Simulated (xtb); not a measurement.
C2H7O (SMILES CC[OH2+]), charge +1, singlet, at a GFN2-xTB geometry, atoms displaced at random by about 0.05 Å a coordinate; GFN2-xTB with ALPB(ch2cl2) (xtb).

The xtb input:
```
$ xtb mol.xyz --gfn 2 --chrg 1 --opt --alpb ch2cl2 --json

# file mol.xyz
10

C      1.20545206    -0.40958894    -0.05267428
C      0.15187470     0.46599069    -0.02528536
O     -1.15546640    -0.16048255    -0.13072363
H     -2.05349625     0.39319754     0.15381061
H      0.10022016     1.20544128     0.82843033
H      0.09962120     1.17202207    -0.83652949
H      2.16172093     0.20248082     0.02074286
H      1.24843273    -0.95025723     0.95088313
H      1.26757993    -0.94915403    -0.85583202
H     -1.15645661    -0.87589736     0.57229925
```

It wrote (shortened):

```
   ID    Z sym.   atoms
    1    6 C      1, 2
    2    8 O      3
    3    1 H      4-10

           -------------------------------------------------
          |                Calculation Setup                |
           -------------------------------------------------

           -------------------------------------------------
          |                 G F N 2 - x T B                 |
           -------------------------------------------------

      * Solvation model:               ALPB
        Solvent                        ch2cl2
        Parameter file                 internal GFN2-xTB/ALPB
        Dielectric constant                8.9300E+00
        Reference state                gsolv [1 M gas/solution]
        Free energy shift                  4.1487E-03 Eh       2.6033E+00 kcal/mol
        Temperature                        2.9815E+02 K
        Density                            1.3300E+00 kg/L
        Solvent mass                       8.4930E+01 g/mol
        Interaction kernel             P16
        Born radius scaling (c1)           1.5691E+00
        Born radii integrator          GBOBC
        Born offset                        0.0000E+00 a0       0.0000E+00 AA
        H-bond correction              false
        Ion screening                  false
        Surface tension                    1.0000E-05 Eh       1.5569E+01 dyn/cm
        Grid points                               230 per atom

          ...................................................
          :                      SETUP                      :
          :.................................................:
          :  # basis functions                  19          :
          :  # atomic orbitals                  19          :
          :  # shells                           13          :
          :  # electrons                        20          :
          :  max. iterations                   250          :
          :  Hamiltonian                  GFN2-xTB          :
          :  restarted?                      false          :
          :  GBSA solvation                   true          :
          :  PC potential                    false          :
          :  electronic temp.          300.0000000     K    :
          :  accuracy                    1.0000000          :
          :  -> integral cutoff          0.2500000E+02      :
          :  -> integral neglect         0.1000000E-07      :
          :  -> SCF convergence          0.1000000E-05 Eh   :
          :  -> wf. convergence          0.1000000E-03 e    :
          :  Broyden damping             0.4000000          :
          :  net charge                          1          :
          :  unpaired electrons                  0          :
          ...................................................

 iter      E             dE          RMSdq      gap      omega  full diag
   1    -11.6252852 -0.116253E+02  0.363E+00    9.03       0.0  T
   2    -11.6334279 -0.814269E-02  0.222E+00    8.49       1.0  T
   3    -11.6344315 -0.100361E-02  0.424E-01    7.84       1.0  T
   4    -11.6344928 -0.612869E-04  0.130E-01    7.77       1.0  T
   5    -11.6344987 -0.596636E-05  0.428E-02    7.82       1.0  T
   6    -11.6344991 -0.410639E-06  0.641E-03    7.83       4.9  T
   7    -11.6344992 -0.564144E-07  0.234E-03    7.82      13.5  T
   8    -11.6344992 -0.160515E-08  0.273E-04    7.82     115.8  T
   9    -11.6344992 -0.356586E-10  0.934E-05    7.82     338.7  T

   *** convergence criteria satisfied after 9 iterations ***

         :::::::::::::::::::::::::::::::::::::::::::::::::::::
         ::                     SUMMARY                     ::
         :::::::::::::::::::::::::::::::::::::::::::::::::::::
         :: total energy             -11.478886953473 Eh    ::
         :: total w/o Gsasa/hb       -11.475394979276 Eh    ::
         :: gradient norm              0.251196243963 Eh/a0 ::
         :: HOMO-LUMO gap              7.824498336143 eV    ::
[...]
 * total energy  :   -11.4788870 Eh     change       -0.1588063E-10 Eh
 * total energy  :   -11.5147137 Eh     change       -0.3582679E-01 Eh
 * total energy  :   -11.5216543 Eh     change       -0.6940580E-02 Eh
 * total energy  :   -11.5219910 Eh     change       -0.3366293E-03 Eh
 * total energy  :   -11.5220697 Eh     change       -0.7874132E-04 Eh
 * total energy  :   -11.5220980 Eh     change       -0.2828779E-04 Eh
 * total energy  :   -11.5221112 Eh     change       -0.1324938E-04 Eh
 * total energy  :   -11.5221167 Eh     change       -0.5497790E-05 Eh
 * total energy  :   -11.5221210 Eh     change       -0.4288398E-05 Eh
   *** GEOMETRY OPTIMIZATION CONVERGED AFTER 9 ITERATIONS ***
         :: total energy             -11.522121015222 Eh    ::
[...]
         5        2.0000           -0.6425512             -17.4847
         6        2.0000           -0.5968020             -16.2398
         7        2.0000           -0.5450015             -14.8302
         8        2.0000           -0.5224062             -14.2154
         9        2.0000           -0.5006818             -13.6242
        10        2.0000           -0.4829072             -13.1406 (HOMO)
        11                         -0.1359463              -3.6993 (LUMO)
        12                          0.0014850               0.0404
        13                          0.0721973               1.9646
        14                          0.0906032               2.4654
        15                          0.1236948               3.3659
        16                          0.1487097               4.0466
        17                          0.1779749               4.8429
        18                          0.2103436               5.7237
        19                          0.2464807               6.7071
      -------------------------------------------------------------
                  HL-Gap            0.3469609 Eh            9.4413 eV
             Fermi-level           -0.3094268 Eh           -8.4199 eV

     #   Z          covCN         q      C6AA      α(0)
     1   6 C        3.751    -0.142    23.304     6.884
     2   6 C        3.666     0.037    20.213     6.448
     3   8 O        2.446    -0.196    17.233     5.607
     4   1 H        0.803     0.407     0.472     1.079
     5   1 H        0.924     0.106     1.735     2.060
     6   1 H        0.924     0.122     1.600     1.978
     7   1 H        0.925     0.090     1.880     2.144
     8   1 H        0.925     0.080     1.981     2.201
     9   1 H        0.925     0.087     1.907     2.160
    10   1 H        0.802     0.410     0.466     1.073

 Mol. C6AA /au·bohr⁶  :        463.570663
 Mol. C8AA /au·bohr⁸  :       9364.894164
 Mol. α(0) /au        :         31.633348

Wiberg/Mayer (AO) data.
largest (>0.10) Wiberg bond orders for each atom

 ---------------------------------------------------------------------------
     #   Z sym  total        # sym  WBO       # sym  WBO       # sym  WBO
 ---------------------------------------------------------------------------
     1   6 C    3.976 --     2 C    1.032     9 H    0.978     8 H    0.978
                             7 H    0.968
     2   6 C    3.838 --     1 C    1.032     5 H    0.969     6 H    0.963
                             3 O    0.862
     3   8 O    2.531 --     2 C    0.862     4 H    0.821    10 H    0.815
     4   1 H    0.834 --     3 O    0.821
     5   1 H    0.989 --     2 C    0.969
     6   1 H    0.985 --     2 C    0.963
     7   1 H    0.992 --     1 C    0.968
     8   1 H    0.994 --     1 C    0.978
     9   1 H    0.992 --     1 C    0.978
    10   1 H    0.832 --     3 O    0.815
 ---------------------------------------------------------------------------

Topologies differ in total number of bonds
Writing topology from bond orders to xtbtopo.mol

molecular dipole:
                 x           y           z       tot (Debye)
 q only:       -1.490       0.038       0.506
   full:       -1.691       0.067       0.693       4.647
molecular quadrupole (traceless):
                xx          xy          yy          xz          yz          zz
 q only:        5.724       0.015      -1.744      -1.908      -1.239      -3.980
  q+dip:        5.183      -0.436      -1.991      -2.604      -1.600      -3.191
   full:        5.793      -0.263      -1.960      -2.604      -1.632      -3.832

optimized geometry written to: xtbopt.xyz

           -------------------------------------------------
          | TOTAL ENERGY              -11.522121015222 Eh   |
          | GRADIENT NORM               0.000844388886 Eh/α |
          | HOMO-LUMO GAP               9.441287664895 eV   |
           -------------------------------------------------
```
